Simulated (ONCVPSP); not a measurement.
# Hg: excitation energies, all-electron against ONCV

* Element: mercury (Hg)
* Generator: ONCVPSP 4.0.1
* Type: optimised norm-conserving Vanderbilt (ONCV)
* Functional: PW91
* Relativity: scalar-relativistic
* Frozen core: [Kr] 4d10 4f14
* Valence charge: 20
* Reference configuration: 5s2 5p6 5d10 6s0.5 (charge +1.5)
* Partial waves: 5s+6s: rc 1.45 bohr, ncon 4, nbas 8, qcut 9 1/bohr, 3 projectors, debl 2.4 Ha; 5p: rc 1.20 bohr, ncon 4, nbas 8, qcut 7.9 1/bohr, 2 projectors, debl 3.2 Ha; 5d: rc 1.95 bohr, ncon 5, nbas 10, qcut 9.6 1/bohr, 2 projectors, debl 0.7 Ha; f scattering state at 0.22 Ha: rc 1.90 bohr, ncon 4, nbas 9, qcut 6.8 1/bohr, 2 projectors, debl 1.8 Ha
* Local potential: polynomial inside 1.10 bohr (lpopt 2, dvloc0 2 Ha)
* Core correction: Teter function, fcfact 6, rcfact 1.25

In the d channel the program set the typed energies aside and used -0.874, 0.250 Ha.

Energies are relative to the spin-unpolarised reference configuration 5s2 5p6 5d10 6s0.5; without spin polarisation the order of configurations can differ from experiment.

| valence configuration | charge | ΔE all-electron (eV) | error AE − PS (meV) |
| --- | --- | --- | --- |
| 5s2 5p6 5d10 6s2 | 0 | -19.224 | +4.3 |
| 5s2 5p6 5d10 6s0 | +2 | 10.620 | -4.0 |
| 5s2 5p6 5d10 6s0 6p1 | +1 | -1.007 | +1.1 |

Q: What are ΔE and the potential's error for 5s2 5p6 5d10 6s1?

A: ΔE = -8.453 eV all-electron; the error (AE − PS) is +2.5 meV.

Levels in the configuration 5s2 5p6 5d10 6s1:

```csv
level,all-electron (eV),pseudo (eV)
5s,-127.384,-127.369
5p,-75.713,-75.709
5d,-18.913,-18.914
6s,-14.802,-14.800
```
